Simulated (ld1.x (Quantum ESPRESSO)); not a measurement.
Varying the TM potential for nickel (Ni)

Base potential:

nickel (Ni), norm-conserving Troullier–Martins (Kleinman–Bylander form), made with ld1.x (Quantum ESPRESSO) 7.5 (LDA (PZ), fully relativistic). Core [Ar], reference 3d8 4s2 4p0. Waves: 4s (bound): rc 2.05 bohr; 4p (bound, empty): rc 2.15 bohr; 3d (bound): rc 1.45 bohr. Local part: the d channel. Core correction: none.

Open shells are filled in proportion to 2j + 1 (rel_dist='average').

All-electron outer shells of the reference configuration (LDA (PZ), scalar-relativistic, ld1.x):

```csv
shell,level (eV),outermost node (bohr),outermost maximum (bohr)
3s,-110.50,0.30,0.64
3p,-71.26,0.27,0.65
3d,-9.14,–,0.63
4s,-5.87,0.92,2.21
4p,-1.34,1.00,3.14
```

Cutoffs, loose and tight: the cutoffs (Ry, on a coarse ladder) from which the occupation-weighted sum of valence levels, in a spherical-Bessel basis at the reference potential, stays within 10 and 1 mRy of its value at 400 Ry. They do not see the model core or the augmentation charge, which bear on the density cutoff. Test errors are all-electron minus pseudo excitation energies from the reference, over the configurations 3d8 4s1 4p0; 3d8 4s0 4p0; 3d7 4s0 4p0; 3d8 4s1 4p1; 3d8.5 4s1.5 4p0; 3d6 4s0 4p0; 3d8 4s1.5 4p0. A dash means not determined; rows that change the core or the reference have their own tests. The largest error is taken over the tests solved by every variant that gives reliable tests at all: 3d6 4s0 4p0; 3d7 4s0 4p0; 3d8 4s0 4p0; 3d8 4s1 4p0; 3d8 4s1 4p1; 3d8 4s1.5 4p0.

A true bound ghost makes a file unfit for plane-wave use even where its test errors are small: the radial tests pick states by their node count and pass the ghost by. Where a test does run into it, the solver fails or the error is huge.

| change | outcome | cutoff, loose | cutoff, tight | bound ghosts | largest test error (meV) |
| --- | --- | --- | --- | --- | --- |
| base | generated | 140 Ry | 230 Ry | s, p3/2, p1/2 | -452 |
| core correction a·sin(br)/r model core inside 0.66 bohr | generated | 140 Ry | 230 Ry | s, p3/2, p1/2 | -1024 |
| core correction a·sin(br)/r model core inside 0.86 bohr | generated | 140 Ry | 230 Ry | s, p3/2, p1/2 | -1017 |
| core correction a·sin(br)/r model core inside 1.14 bohr | generated | 140 Ry | 230 Ry | s, p3/2, p1/2 | -967 |
| core correction a·sin(br)/r model core inside 1.30 bohr | generated | 140 Ry | 230 Ry | s, p3/2, p1/2 | -919 |
| core correction a·sin(br)/r model core inside 1.46 bohr | generated | 140 Ry | 230 Ry | s, p3/2, p1/2 | -859 |

Q: What comes out with this change to the base: core correction a·sin(br)/r model core inside 1.72 bohr?

A: outcome: generated; cutoff, loose: 140 Ry; cutoff, tight: 230 Ry; bound ghosts: s, p3/2, p1/2; largest test error (meV): -744.
